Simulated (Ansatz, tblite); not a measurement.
Adding an electron: Cu₂H₂⁺. Charge 1, multiplicity 2. Geometry: r2SCAN-D4/def2-TZVP. Ansatz, gas phase; energy differences of separate SCF runs; the reduced species is a singlet (the triplet lies 0.89 eV higher at PBE0-D4/def2-TZVP).

```xyz
4

Cu    0.9206    0.6833   -0.0606
Cu   -0.9201   -0.6833    0.0603
H     0.1238   -0.2711   -1.1577
H    -0.1243    0.2711    1.1580
```

The xTB rows come from tblite. The structure comes from a short search, and lower isomers may exist.

(1) Estimate orbital energies and vertical electron affinities at: GFN1-xTB; GFN2-xTB; PBE-D4/def2-TZVP; r2SCAN-D4/def2-TZVP; PBE0-D4/def2-TZVP.

## Answers

(1) 
```json
{"level": "GFN1-xTB", "−HOMO (eV)": "–", "−LUMO (eV)": "–", "vertical EA (eV)": "13.85", "HOMO–LUMO gap (eV)": "–", "remarks": "–"}
{"level": "GFN2-xTB", "−HOMO (eV)": "–", "−LUMO (eV)": "–", "vertical EA (eV)": "12.08", "HOMO–LUMO gap (eV)": "–", "remarks": "–"}
{"level": "PBE-D4/def2-TZVP", "−HOMO (eV)": "11.07", "−LUMO (eV)": "10.30", "vertical EA (eV)": "7.03", "HOMO–LUMO gap (eV)": "0.78", "remarks": "restricted, untested (singlet)"}
{"level": "r2SCAN-D4/def2-TZVP", "−HOMO (eV)": "11.23", "−LUMO (eV)": "10.07", "vertical EA (eV)": "6.95", "HOMO–LUMO gap (eV)": "1.16", "remarks": "–"}
{"level": "PBE0-D4/def2-TZVP", "−HOMO (eV)": "12.42", "−LUMO (eV)": "9.29", "vertical EA (eV)": "7.10", "HOMO–LUMO gap (eV)": "3.13", "remarks": "–"}
```

  HOMO and LUMO are the levels of the spin that leaves or enters (xTB has no such levels and no spin-polarisation term). Other spin states of the ions may lie lower, which would lower the ionisation energy or raise the affinity. Raw xTB energy differences between charge states are shifted by several eV; the methods need an empirical correction for them.
